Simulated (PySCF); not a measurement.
Choosing a molecule for a target property.

Each SMILES stands for a single optimised conformer of the isolated species, non-relativistic unless stated. Electronic properties by PySCF.

The conformers computed, where there is a choice (atom-mapped SMILES and torsion angles):
- `[CH3:1][CH2:2][O:3][Si:4]([CH3:5])([CH3:6])[O:7][CH2:8][CH3:9]`: C1–C2–O3–Si4 -179°, C2–O3–Si4–C5 71°, O3–Si4–O7–C8 53°, Si4–O7–C8–C9 -168°
- `[CH2:1]=[C:2]([Br:3])[O:4][CH:5]=[O:6]`: C1–C2–O4–C5 0°, C2–O4–C5–O6 1°

Question: Wanted: dipole moment below 1 D (CAM-B3LYP/def2-SVPD) and electronic spatial extent ⟨r²⟩ about the centre of nuclear charge above 610 bohr² (CAM-B3LYP/def2-SVPD), at PBE0-D3(BJ)/def2-SVP geometries. Which candidate meets both?
A. `N#C[SiH2]C#N`
B. `C=C(Br)OC=O`
C. `CCO[Si](C)(C)OCC`
D. `F[C](F)(F)[GeH3]`

Answer: B. Computed values:
```csv
species,dipole moment,electronic spatial extent ⟨r²⟩ about the centre of nuclear charge
C=C(Br)OC=O,0.58 D,1019 bohr²
CCO[Si](C)(C)OCC,1.54 D,1962 bohr²
F[C](F)(F)[GeH3],2.30 D,631 bohr²
N#C[SiH2]C#N,3.83 D,594 bohr²
```

Question: Wanted: smallest rotational constant below 0.8 GHz (PBE0-D3(BJ)/def2-SVP) and lowest singlet excitation above 5.5 eV (TDDFT CAM-B3LYP/def2-SVPD), at PBE0-D3(BJ)/def2-SVP geometries. Which candidate meets both?
A. `C(OC=O)(Br)=C`
B. `[H][Al]([H])[CH3]`
C. `CCO[Si](C)(C)OCC`
D. `F[C](F)(F)[GeH3]`

Answer: C. Computed values:
```
          species  smallest rotational constant  lowest singlet excitation
 CCO[Si](C)(C)OCC                     0.676 GHz                    7.37 eV
    C(OC=O)(Br)=C                     0.993 GHz                    5.60 eV
 F[C](F)(F)[GeH3]                     1.917 GHz                    8.72 eV
[H][Al]([H])[CH3]                    10.019 GHz                    5.40 eV
```

Question: Wanted: HOMO energy above -8 eV (CAM-B3LYP/def2-SVPD) and static isotropic polarisability above 90 au (CAM-B3LYP/def2-SVPD), at PBE0-D3(BJ)/def2-SVP geometries. Which candidate meets both?
A. `[H][Al]([H])[CH3]`
B. `S([As](SC)SC)C`
C. `C([SiH2]C#N)#N`
D. `C=C(Br)OC=O`
E. `[H][Ge]([H])([H])[C](F)(F)F`
F. `CCO[Si](C)(C)OCC`

Answer: B. Computed values:
```csv
species,HOMO energy,static isotropic polarisability
C([SiH2]C#N)#N,-11.72 eV,54.4 au
[H][Ge]([H])([H])[C](F)(F)F,-10.94 eV,47.2 au
[H][Al]([H])[CH3],-9.50 eV,43.3 au
CCO[Si](C)(C)OCC,-9.03 eV,106.0 au
C=C(Br)OC=O,-8.84 eV,65.1 au
S([As](SC)SC)C,-7.67 eV,139.2 au
```

Question: Wanted: HOMO–LUMO gap above 11.4 eV (CAM-B3LYP/def2-SVPD) and lowest triplet excitation (Tamm–Dancoff) above 5.3 eV (TDA CAM-B3LYP/def2-SVPD), at PBE0-D3(BJ)/def2-SVP geometries. Which candidate meets both?
A. `S([As](SC)SC)C`
B. `CCO[Si](C)(C)OCC`
C. `[H][Al]([H])[CH3]`
D. `C=C(Br)OC=O`
E. `[H][Ge]([H])([H])[C](F)(F)F`
F. `C([SiH2]C#N)#N`

Answer: E. Computed values:
```
                    species  HOMO–LUMO gap  lowest triplet excitation (Tamm–Dancoff)
             S([As](SC)SC)C        7.72 eV                                   3.89 eV
                C=C(Br)OC=O        8.78 eV                                   4.02 eV
          [H][Al]([H])[CH3]        9.13 eV                                   4.98 eV
           CCO[Si](C)(C)OCC       10.16 eV                                   7.22 eV
             C([SiH2]C#N)#N       11.21 eV                                   5.67 eV
[H][Ge]([H])([H])[C](F)(F)F       11.65 eV                                   7.86 eV
```
